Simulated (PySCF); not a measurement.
**$^{29}$Si chemical shifts**

PySCF 2.14.0 with density-fitted response routines calculation with GFN2-xTB geometry and PBE0/pcSseg-1 with gauge-including orbitals; fast rotation and ring inversion assumed for equivalent nuclei, one conformer, no relativistic terms, isolated molecule.

Shieldings were converted by a linear fit to measured shifts: $^{29}$Si: δ = 279.94 − 0.822σ (rms 8.9 ppm, 72 shifts, 25.8 ppm with the 6 outliers that the fit left out vs TMS, solution or neat liquid). A few per cent of atoms miss by over 2 rms, more outside the fitted compound classes.

(1) Give the $^{29}$Si shifts of `FC[SiH]1[SiH2][SiH2]C[SiH2][SiH2]1`, `C1C[SiH2]P[SiH2]1`, `OCC(F)(F)[Si@@H]1C[SiH2][SiH2]1`.

(2) Match the shifts -2.9, -22.2, -30.5, -41.7 ppm to `C=CCOC(=O)[SiH2]F`, `[SiH3]Oc1ccccc1O[SiH3]`, `CC(C)[SiH]1CC=CC1`, `C=CC[C@H](F)[SiH2]N(C)C`.

Answers

(1) 
| compound | environment | δ (ppm) |
| --- | --- | --- |
| [F:1][CH2:2][SiH:3]1[SiH2:4][SiH2:5][CH2:6][SiH2:7][SiH2:8]1 | Si5/7: silicon bonded to C, Si, 2 H, in a 6-membered ring (×2) | -68.8 |
| [F:1][CH2:2][SiH:3]1[SiH2:4][SiH2:5][CH2:6][SiH2:7][SiH2:8]1 | Si3: silicon bonded to C, 2 Si, H, in a 6-membered ring | -72.5 |
| [F:1][CH2:2][SiH:3]1[SiH2:4][SiH2:5][CH2:6][SiH2:7][SiH2:8]1 | Si4/8: silicon bonded to 2 Si, 2 H, in a 6-membered ring (×2) | -112.8 |
| C1C[SiH2]P[SiH2]1 | silicon bonded to C, P, 2 H, in a 5-membered ring (×2) | -27.8 |
| [OH:1][CH2:2][C:3]([F:4])([F:5])[Si@@H:6]1[CH2:7][SiH2:8][SiH2:9]1 | Si6: silicon bonded to 2 C, Si, H, in a 4-membered ring | -23.9 |
| [OH:1][CH2:2][C:3]([F:4])([F:5])[Si@@H:6]1[CH2:7][SiH2:8][SiH2:9]1 | Si8: silicon bonded to C, Si, 2 H, in a 4-membered ring | -56.3 |
| [OH:1][CH2:2][C:3]([F:4])([F:5])[Si@@H:6]1[CH2:7][SiH2:8][SiH2:9]1 | Si9: silicon bonded to 2 Si, 2 H, in a 4-membered ring | -65.7 |

(2) -2.9: CC(C)[SiH]1CC=CC1 (silicon bonded to 3 C, H, in a 5-membered ring); -22.2: C=CCOC(=O)[SiH2]F (silicon bonded to C, F, 2 H); -30.5: C=CC[C@H](F)[SiH2]N(C)C (silicon bonded to C, N, 2 H); -41.7: [SiH3]Oc1ccccc1O[SiH3] (silicon bonded to O, 3 H).
